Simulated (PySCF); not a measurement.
This script is equivalent to a calculation on F+ (fluorine, charge +1).

```python
from pyscf import gto, scf, dft, mp, cc
import basis_set_exchange as bse
mol = gto.M(atom="F 0 0 0", charge=1, spin=2, symmetry="D2h",
            basis=gto.basis.parse(bse.get_basis("def2-SVP", elements=["F"], fmt="nwchem", header=False)))
mf = dft.UKS(mol, xc="PBE0")
mf.irrep_nelec = {'Ag': (2, 2), 'B1u': (1, 0), 'B2u': (1, 1), 'B3u': (1, 0)}
mf.kernel()
```

**Question.** What total energy does it give?

**Answer.** -98.912 hartree (calculated).

**Question.** Which occupied shell lies highest, and where?

**Answer.** 2p β, at -29.154 eV.

**Question.** What is ⟨S²⟩, and what would a pure spin state give?

**Answer.** 2.002, against 2.00.
